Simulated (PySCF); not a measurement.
**Computed data sheet: `ClC1=C2C=CSC2=CC=C1`**

C8H5ClS.
SMILES with atom numbers: `[Cl:1][c:2]1[cH:3][cH:4][cH:5][c:6]2[s:7][cH:8][cH:9][c:10]12` (hydrogens: H11 on C3; H12 on C4; H13 on C5; H14 on C8; H15 on C9)

Cartesian coordinates in Å at the PBE0-D3(BJ)/def2-SVP level; atoms count from 1:
```
atom  x, y, z in Å
Cl1    0.4747    4.8867   -1.0971
C2     0.0878    3.2480   -0.6902
C3    -1.2349    2.8625   -0.5472
C4    -1.5483    1.5339   -0.2176
C5    -0.5539    0.5855   -0.0295
C6     0.7773    0.9877   -0.1766
S7     2.1958    0.0006    0.0062
C8     3.2281    1.3440   -0.3531
C9     2.5494    2.4956   -0.6044
C10    1.1297    2.3191   -0.5083
H11   -2.0251    3.6001   -0.6932
H12   -2.5965    1.2475   -0.1086
H13   -0.8033   -0.4458    0.2267
H14    4.3081    1.1993   -0.3583
H15    3.0218    3.4461   -0.8503
```

Structural features include: benzene ring, aromatic ring with sulfur and C–Cl bond.

From PBE0-D3(BJ)/def2-SVP geometry optimisation, gas phase (PySCF):

| Quantity | Value |
| --- | --- |
| Point group | Cs |
| Rotational constants A, B, C | 1.724, 0.851, 0.570 GHz |

**wB97X-D/def2-SVPD ground state and vertical TDDFT (core frozen in the response) (PySCF)**

| Item | Value |
| --- | --- |
| Dipole moment | 1.08 D |
| HOMO energy | -8.20 eV |
| LUMO energy | 0.44 eV |
| HOMO–LUMO gap | 8.64 eV |
| Lowest singlet excitation | 4.74 eV (262 nm, f = 0.082) |
| Strongest line among the 6 lowest singlet transitions | S4 at 5.79 eV (214 nm, f = 0.380) |
| Static isotropic polarisability | 123.4 au |
| Electronic spatial extent ⟨r²⟩ about the centre of nuclear charge | 1819 bohr² |

Monoisotopic mass (most abundant isotopes): 167.9800 u.

The largest Löwdin shares of the HOMO are 0.18 on S7, 0.13 on C9, 0.13 on C2 and 0.13 on C5. The dipole matches unit charges of opposite sign 0.22 Å apart (1 e·Å = 4.8032 D). With B = h/(8π²I), that is 505.379 GHz u Å² over I, the principal moments of inertia are 293.1, 594.1 and 887.2 u Å² (most abundant isotopes); the inertial defect Ic − Ia − Ib is 0.0 u Å² (zero for a rigid planar frame, negative otherwise).

For the geometry optimisation (PBE0-D3(BJ)/def2-SVP), on an Arm Neoverse N1 with one thread, shared host with 64 logical CPUs at a one-minute load of 60, this took 3.1 min wall and 0.89 GiB of memory at its peak.
